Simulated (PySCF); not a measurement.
Diatomic cations of Se with the alkali metals

MP2 with double-zeta basis sets in PySCF, for the lowest determinant that a PBE0 search found; no spin–orbit coupling. De refers to high-spin ground-configuration atoms (the charge goes to the atom of lower measured ionisation energy or higher electron affinity, which is not always the lowest computed limit).

| M | basis | reference, frozen orbitals | charged atom | state (unpaired electrons) | Re (Å) | ωe (cm⁻¹) | De (eV) |
| --- | --- | --- | --- | --- | --- | --- | --- |
| Li | def2-SVPD | UHF, 9 | Li+ | triplet (π ↑↑) | 2.637 | 298 | 0.84 |
| Na | def2-SVP | UHF, 10 | Na+ | triplet (π ↑↑) | 3.060 | 141 | 0.59 |
| K | def2-SVP | UHF, 14 | K+ | triplet (π ↑↑) | 3.556 | 88.7 | 0.40 |
| Cs | def2-SVP | UHF, 9 | Cs+ | triplet (π ↑↑) | 3.913 | 58.0 | 0.30 |

**Question.** The row for M = Rb is missing. Estimate Re, ωe and De as the mean of the rows for K and Cs, and compare with the calculation.

**Answer.** The means are 3.734 Å, 73.3 cm⁻¹ and 0.35 eV. UHF-MP2 in def2-SVP gives RbSe⁺ as a triplet (π ↑↑) with Re = 3.666 Å, ωe = 70.8 cm⁻¹, De = 0.35 eV, so the estimate is off by +6.9 pm, +4 % and +0.00 eV.

The rows differ in basis set, which adds steps of its own.

Correlated steps freeze the inner cores (9 to 14 orbitals); shallow outer-core shells are correlated. Weak bonds: CsSe⁺, KSe⁺, RbSe⁺. Basis-set superposition, not corrected here, can be much of De in a small basis, most of all at correlated wavefunction levels. Spin–orbit coupling is left out, which matters for elements this heavy, above all for dissociation energies. For an ion De counts to the pair picked by the measured ionisation energies or electron affinities, which need not be the lowest pair at this level. States were picked by a PBE0 search and need not be the measured ground states.
